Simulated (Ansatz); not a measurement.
**Nudged elastic band run: FH$_{2}$SeSi**

Input:

```yaml
crystal:
  periodic: [false, false, false]
  atoms:
    - { symbol: F, position_ang: [-0.582413, -1.442301, 1.329071] }
    - { symbol: Si, position_ang: [-0.68183, -0.217089, 0.26008] }
    - { symbol: Se, position_ang: [1.408271, 0.699231, 0.205411] }
    - { symbol: H, position_ang: [-1.055986, -0.822843, -1.06631] }
    - { symbol: H, position_ang: [0.961858, 1.709302, -0.769651] }
magnetization:
  spin_polarized: true
  initial_magnetization: 1
basis:
  gaussian: { orbitals: def2-SVP }
hamiltonian:
  xc: pbe0
  dispersion: d4
neb:
  order_check: false
  images: 7
  f_tol: 0.05
  max_iterations: 60
  final_atoms:
    - { symbol: F, position_ang: [-0.54863327, -0.98617511, 1.42720363] }
    - { symbol: Si, position_ang: [-0.73890008, -0.23623335, -0.0083814] }
    - { symbol: Se, position_ang: [1.176258, 0.72212721, -0.76043608] }
    - { symbol: H, position_ang: [-1.06543422, -1.28097869, -1.03169214] }
    - { symbol: H, position_ang: [1.22660958, 1.70755994, 0.33190698] }
  initial_path:
    images:
      - { positions_ang: [[-0.582413, -1.442301, 1.329071], [-0.68183, -0.217089, 0.26008], [1.408271, 0.699231, 0.205411], [-1.055986, -0.822843, -1.06631], [0.961858, 1.709302, -0.769651]] }
      - { positions_ang: [[-0.58912848, -1.34308781, 1.37273045], [-0.68642466, -0.2254883, 0.18830148], [1.39346013, 0.65910977, 0.01773107], [-1.05247079, -0.91868366, -1.06577169], [0.98446379, 1.75444999, -0.55439031]] }
      - { positions_ang: [[-0.59584396, -1.24387461, 1.41638991], [-0.69101931, -0.23388759, 0.11652296], [1.37864926, 0.61898855, -0.16994885], [-1.04895558, -1.01452432, -1.06523338], [1.00706958, 1.79959798, -0.33912963]] }
      - { positions_ang: [[-0.60255944, -1.14466142, 1.46004936], [-0.69561397, -0.24228689, 0.04474444], [1.3638384, 0.57886732, -0.35762878], [-1.04544036, -1.11036498, -1.06469508], [1.02967537, 1.84474596, -0.12386894]] }
      - { positions_ang: [[-0.60927491, -1.04544822, 1.50370881], [-0.70020862, -0.25068618, -0.02703408], [1.34902753, 0.5387461, -0.54530871], [-1.04192515, -1.20620564, -1.06415677], [1.05228116, 1.88989395, 0.09139175]] }
      - { positions_ang: [[-0.5941145, -1.03062994, 1.48458252], [-0.70988149, -0.24707298, -0.02237091], [1.30583515, 0.58459137, -0.59909055], [-1.04780242, -1.2248989, -1.05604061], [1.09586326, 1.84431045, 0.15152056]] }
      - { positions_ang: [[-0.57895409, -1.01581167, 1.46545622], [-0.71955435, -0.24345977, -0.01770774], [1.26264276, 0.63043665, -0.65287239], [-1.05367969, -1.24359216, -1.04792445], [1.13944537, 1.79872695, 0.21164936]] }
      - { positions_ang: [[-0.56379368, -1.00099339, 1.44632993], [-0.72922722, -0.23984656, -0.01304457], [1.21945038, 0.67628193, -0.70665424], [-1.05955696, -1.26228543, -1.03980829], [1.18302747, 1.75314344, 0.27177817]] }
      - { positions_ang: [[-0.54863327, -0.98617511, 1.42720363], [-0.73890008, -0.23623335, -0.0083814], [1.176258, 0.72212721, -0.76043608], [-1.06543422, -1.28097869, -1.03169214], [1.22660958, 1.70755994, 0.33190698]] }
```

Launched with:

```bash
$ ansatz run input.yaml --threads 2 --pin off --max-ram 3072MiB --backend cpu --events-out ev --progress --plain --runs-dir out
```

Output, in part (warnings, iteration lines, the closing report on the highest movable image, with atoms numbered from 0):

```
NEB end point (image 0): max|allowed force component| = 6.802e-3 eV/Å (the criterion of neb.relax_end_points is 1.000e-2)
NEB end point (image 8): max|allowed force component| = 2.159e-3 eV/Å (the criterion of neb.relax_end_points is 1.000e-2)
NEB iter   1: max|band force component| = 8.032e0 eV/Å  barrier→ = 0.8480 eV  barrier← = 0.9091 eV  Δτ_max = 0.1956 Å  (247 SCF iters)
NEB iter   2: max|band force component| = 2.071e0 eV/Å  barrier→ = 0.1112 eV  barrier← = 0.1723 eV  Δτ_max = 0.1323 Å  (217 SCF iters)
NEB iter   3: max|band force component| = 7.821e-1 eV/Å  barrier→ = 0.0414 eV  barrier← = 0.1025 eV  Δτ_max = 0.1321 Å  (211 SCF iters)
NEB iter   4: max|band force component| = 5.117e-1 eV/Å  barrier→ = 0.0250 eV  barrier← = 0.0861 eV  Δτ_max = 0.0606 Å  (199 SCF iters)
NEB iter   5: max|band force component| = 1.189e-1 eV/Å  barrier→ = 0.0154 eV  barrier← = 0.0765 eV  CI = image 3  Δτ_max = 0.0093 Å  (199 SCF iters)
NEB iter   6: max|band force component| = 4.904e-2 eV/Å  barrier→ = 0.0145 eV  barrier← = 0.0756 eV  CI = image 3  Δτ_max = 0.0000 Å  (380 SCF iters)
Total energy: -75951.19673023 eV, -2791.1549982658 hartree
Atom 0 at    -0.624622    -1.286257     1.379327 Å, force     0.003792     0.035508    -0.022205 eV/Å
Atom 1 at    -0.650132    -0.235165     0.133982 Å, force     0.000145    -0.048603     0.037833 eV/Å
Atom 2 at     1.469317     0.557545    -0.155187 Å, force    -0.002414     0.001541     0.003491 eV/Å
Atom 3 at    -1.128518    -1.040829    -1.038079 Å, force    -0.001605     0.013008    -0.014993 eV/Å
Atom 4 at     0.983856     1.931006    -0.361442 Å, force     0.000082    -0.001454    -0.004127 eV/Å
Dipole moment:    -0.127016     0.286929    -0.227688 e Å
```

It converged. A vibrational analysis at the climbing image gives one clearly imaginary mode, 131i cm⁻¹: a first-order saddle point.

Final band (atoms are numbered from 1 in the order of the input):

| image | path coordinate (Å) | energy (eV) | dihedral F1–Si2–Se3–H5 (°) |
| --- | --- | --- | --- |
| 0 | 0.00 | 0.000 | -179 |
| 1 | 0.23 | 0.003 | -166 |
| 2 | 0.46 | 0.010 | -152 |
| 3 | 0.69 | 0.015 | -138 |
| 4 | 0.92 | 0.010 | -123 |
| 5 | 1.15 | -0.006 | -109 |
| 6 | 1.38 | -0.031 | -94 |
| 7 | 1.61 | -0.053 | -80 |
| 8 | 1.84 | -0.061 | -66 |

Run time: 80 s on 2 threads of Arm Neoverse V2, with other jobs on the host, peak memory 0.2 GiB.
